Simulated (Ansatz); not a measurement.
`[F][Zr]([F])([F])[F]` + HCl → `[F][Zr]([F])([F])[Cl]` + H–F at 298.15 K and 1 bar (ligand exchange at a Zr–F bond).

Program: Ansatz. Geometries: PBE0-D4/def2-TZVP. ΔE: electronic, gas phase. CCSD(T)/CBS is the MP2 limit (def2-TZVPP, def2-QZVPP) plus CCSD(T) − MP2 in def2-TZVPP, frozen cores. This one scheme is used for every species. Elements past krypton have def2 core potentials. For Zr outer-core shells are correlated without core-valence functions, which leaves a few kJ/mol of doubt a bond.

| species | CCSD(T)/CBS energy (Eh) | H − E (kJ/mol) | S (J/(mol·K)) |
| --- | --- | --- | --- |
| `[F][Zr]([F])([F])[F]` | -446.49023 | 40.6 | 321.8 |
| HCl | -460.38127 | 26.6 | 186.8 |
| `[F][Zr]([F])([F])[Cl]` | -806.47035 | 39.4 | 345.2 |
| H–F | -100.39570 | 33.5 | 173.6 |

H − E and S are ideal-gas, rigid-rotor, harmonic terms from PBE0-D4/def2-TZVP. 1 Eh = 2625.50 kJ/mol, R = 8.31446 J/(mol·K).

Problem. By hand: ΔE, ΔH, ΔS and ΔG.

Solution. ΔE = (-806.47035) + (-100.39570) − (-446.49023) − (-460.38127) = 0.00545 Eh = 14.3 kJ/mol. Δ(H − E) = 39.4 + 33.5 − 40.6 − 26.6 = 5.7, so ΔH = 20.0 kJ/mol. ΔS = 345.2 + 173.6 − 321.8 − 186.8 = 10.2 J/(mol·K). ΔG = 20.0 − 298.15 × (10.2)/1000 = 17.0 kJ/mol.

Problem. By hand: the equilibrium constant, and the temperature at which ΔG would vanish if ΔH and ΔS stayed fixed.

Solution. log₁₀ K = −ΔG/(RT ln 10) = -3.0. ΔG = 0 at ΔH/ΔS = 1961 K, though so small a ΔS makes that figure unsure.

The number of gas molecules stays the same, so ΔS is small and ΔH decides. A doubt of 5 kJ/mol in ΔE shifts log₁₀ K by 0.9 here. These are equilibria of isolated gas molecules and say nothing of rates. Largest T1 diagnostic: 0.018 (customary marks: 0.02 for closed shells, 0.045 for open ones).
